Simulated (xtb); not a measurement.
C5H12AlFO, SMILES [CH3][Al]([F])[O]C(C)(C)C. All values are semi-empirical tight-binding results from xtb (GFN2-xTB unless named), good for trends rather than for accurate numbers. Geometry: GFN2-xTB. The values are those of a single conformer.

Optimised geometry:

Bond lengths (Å): Al1–F2 1.660, Al1–C3 1.985, Al1–O7 1.639, C3–H4 1.089, C3–H5 1.089, C3–H6 1.089, O7–C8 1.400, C8–C9 1.531, C8–C10 1.531, C8–C11 1.531, C9–H12 1.087, C9–H13 1.087, C9–H14 1.088, C10–H15 1.088, C10–H16 1.087, C10–H17 1.087, C11–H18 1.088, C11–H19 1.087, C11–H20 1.087. Bond angles (°): F2–Al1–C3 119.3, F2–Al1–O7 117.9, C3–Al1–O7 122.8, Al1–C3–H4 111.2, Al1–C3–H5 110.9, Al1–C3–H6 111.2, H4–C3–H5 108.2, H4–C3–H6 106.8, H5–C3–H6 108.2, Al1–O7–C8 178.1, O7–C8–C9 108.7, O7–C8–C10 108.6, O7–C8–C11 108.7, C9–C8–C10 110.2, C9–C8–C11 110.3, C10–C8–C11 110.2, C8–C9–H12 110.6, C8–C9–H13 109.7, C8–C9–H14 109.7, H12–C9–H13 109.2, H12–C9–H14 109.1, H13–C9–H14 108.5, C8–C10–H15 109.8, C8–C10–H16 110.6, C8–C10–H17 109.6, H15–C10–H16 109.1, H15–C10–H17 108.5, H16–C10–H17 109.2, C8–C11–H18 109.7, C8–C11–H19 109.6, C8–C11–H20 110.6, H18–C11–H19 108.4, H18–C11–H20 109.2, H19–C11–H20 109.3.

For metal compounds this method's bond lengths and energies can be far off.

Task: Estimate the properties. (The exact figures need the calculation; the answer reports its results.)

Result: 
```
Item                                            Value
-------------------------------------  --------------
orbital gap                                   4.65 eV
zero-point energy                      101.1 kcal/mol
G − E(el) at 298.15 K (modified RRHO)   76.7 kcal/mol
```

Computed atomic charges and the Wiberg bond orders between heavy atoms:
charges (e) Al1 0.41, F2 -0.27, C3 -0.19, H4 0.06, H5 0.07, H6 0.06, O7 -0.35, C8 0.16, C9 -0.12, C10 -0.12, C11 -0.12, H12 0.04, H13 0.05, H14 0.05, H15 0.04, H16 0.04, H17 0.05, H18 0.05, H19 0.05, H20 0.04. Bond orders Al1–F2 1.19, Al1–C3 1.04, Al1–O7 1.34, O7–C8 0.94, C8–C9 0.99, C8–C10 0.99, C8–C11 0.99.
